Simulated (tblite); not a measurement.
Compound: C6H8NOP.
SMILES with atom numbers: `[CH3:1][O:2][c:3]1[n:4][c:5]([CH3:6])[cH:7][cH:8][p:9]1` (hydrogens: H10, H11, H12 on C1; H13, H14, H15 on C6; H16 on C7; H17 on C8)

Geometry (GFN2-xTB, Å), atoms numbered from 1 in this order:
```
atom  x, y, z in Å
C1     2.914   -0.354   -0.145
O2     2.280    0.908   -0.208
C3     0.938    0.914   -0.129
N4     0.311   -0.226   -0.003
C5    -1.013   -0.313    0.083
C6    -1.559   -1.700    0.223
C7    -1.859    0.787    0.050
C8    -1.395    2.083   -0.079
P9     0.268    2.547   -0.216
H10    3.982   -0.159   -0.222
H11    2.682   -0.852    0.798
H12    2.581   -0.991   -0.968
H13   -2.230   -1.928   -0.604
H14   -2.122   -1.794    1.150
H15   -0.741   -2.415    0.227
H16   -2.924    0.616    0.127
H17   -2.121    2.887   -0.097
```

Calculated harmonic vibrations of the isolated species, GFN2-xTB (tblite), most abundant isotopes, no scaling. Errors from tens to a few hundred cm⁻¹ against measured bands are possible. One conformer, not necessarily the lowest.

Harmonic wavenumbers (cm⁻¹): 50.4, 90.9, 136.7, 148.8, 173.6, 219.6, 330.2, 333.8, 352.1, 436.1, 518.6, 529.3, 618.5, 656.3, 780.4, 782.2, 835.1, 899.8, 971.5, 1010.6, 1019.1, 1026.8, 1121.5, 1148.5, 1166.2, 1188.1, 1244.7, 1335.8, 1376.1, 1387.3, 1407.2, 1442.3, 1456.7, 1469.4, 1469.5, 1493.9, 1540.6, 2964.0, 2979.3, 3009.9, 3020.5, 3034.4, 3038.5, 3060.6, 3063.2.

A = 1852, B = 1399, C = 804.9 MHz; mass 141.034 u (most abundant isotopes); point group Cs, symmetry number 1.

Question: What is the zero-point energy?

Answer: ½Σν̃ = 28169 cm⁻¹ = 336.98 kJ/mol.

Question: What is S at 200 K and 1 bar for an ideal gas of classical rigid rotors and harmonic oscillators?

Answer: Translation 162.28, rotation 118.13, vibration 71.48: S = 351.9 J/(mol K).

Question: And Cp and H(200 K) − H(0)?

Answer: Cp = 113.05 J/(mol K), of which vibrations give 79.79 (their classical limit is 45 R = 374.2); H(200 K) − H(0) = 14.65 kJ/mol without the zero-point energy, 8.00 from vibrations.

Question: What must be added to the electronic energy to get the Gibbs energy at 200 K and 1 bar?

Answer: ZPE + [H(200 K) − H(0)] − T·S = 336.98 + 14.65 − 70.38 = 281.25 kJ/mol.

Question: Blend soft modes into free rotors: weight 1/[1 + (100 cm⁻¹/ν̃)⁴] for the oscillator and the rest for a rotor with moment μB/(μ + B), μ = h/(8π²ν), B = 10⁻⁴⁴ kg m². What vibrational entropy results?

Answer: 67.63 J/(mol K) in place of 71.48, which changes −T·S at 200 K by +0.77 kJ/mol.

Hindered rotation and anharmonicity are outside this model. Other conformers, if any are populated, would add a mixing term that is left out.
